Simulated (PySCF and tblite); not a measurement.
Values are calculated unless marked as measured or tabulated.
**Barrier and rate of a rotation**

System: C₄H₇FS₂, numbered as in [CH3:1]/[CH:2]=[CH:3]/[S:4][S:5][CH2:6][F:7].

Motion: rotation about the S4–S5 bond (torsion C3–S4–S5–C6 from 89° to 271°, rising). The path came from a restrained scan, a climbing-image band and a saddle search at GFN2-xTB; energies are PBE0/pcSseg-1 + D3(BJ)//GFN2-xTB, thermal terms GFN2-xTB. Rate constants are transition-state-theory values, counting equivalent paths, without tunnelling. (PySCF 2.14 with density fitting, tblite 0.8.)

```json
{"point": "start", "symmetry": "C1", "E(GFN2) kcal/mol": "0.0", "E(DFT) kcal/mol": "0.0", "ZPE change kcal/mol": "0.00", "lowest mode cm⁻¹": "39", "dipole D": "3.17"}
{"point": "saddle", "symmetry": "C1", "E(GFN2) kcal/mol": "3.9", "E(DFT) kcal/mol": "6.7", "ZPE change kcal/mol": "-0.06", "lowest mode cm⁻¹": "32i", "dipole D": "1.75"}
{"point": "end", "symmetry": "C1", "E(GFN2) kcal/mol": "-0.8", "E(DFT) kcal/mol": "-1.0", "ZPE change kcal/mol": "0.01", "lowest mode cm⁻¹": "50", "dipole D": "0.78"}
```

| Property | Result |
| --- | --- |
| Electronic barrier | 6.7 kcal/mol |
| Barrier with zero-point energy | 6.7 kcal/mol |
| ΔH‡ (298 K) | 6.2 kcal/mol |
| ΔS‡ (298 K, symmetry apart) | -3.6 cal/(mol K) |
| Paths | 1 equivalent path |
| End point | a different minimum |
| Mean lifetime of the start against this motion at 298 K | 33 ns |
| Cost | 69 s on 1 thread of INTEL XEON PLATINUM 8581C @ 2.30GHz, on a host shared with other jobs (rough), peak memory 0.78 GiB, launched as `OMP_NUM_THREADS=1 python ens_run.py task.json out` |

| T/K | ΔG‡ kcal/mol | k s⁻¹ | ΔG kcal/mol | k back s⁻¹ |
| --- | --- | --- | --- | --- |
| 150 | 6.9 | 288 | -1.0 | 10 |
| 200 | 7.0 | 9.4×10⁴ | -1.0 | 8080 |
| 250 | 7.1 | 3.1×10⁶ | -1.0 | 4.5×10⁵ |
| 298 | 7.2 | 3×10⁷ | -0.9 | 6.1×10⁶ |
| 350 | 7.4 | 1.8×10⁸ | -0.9 | 4.6×10⁷ |
| 400 | 7.5 | 6.3×10⁸ | -0.9 | 2×10⁸ |
| 500 | 7.9 | 3.8×10⁹ | -0.9 | 1.6×10⁹ |

ΔG and ΔG‡ leave out symmetry numbers and mirror images; rates count paths: 1 out, 1 back.
